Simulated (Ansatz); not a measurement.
(1) Predict a relaxed structure of Li₃Al (the lowest singlet isomer of a short search), charge 0, singlet, at PBE0-D4/def2-TZVP (Ansatz).

## Answers

(1) 
Cartesian coordinates in Å:
```
Al 1.1187 0.4727 -0.2687
Li 0.2344 -1.2611 -2.1523
Li 0.1094 1.4273 2.0563
Li -1.4626 -0.6390 0.3648
```
Point group C2v (tolerance 0.1 Å). This is one stationary point.

The structure comes from a short search, and lower isomers may exist.
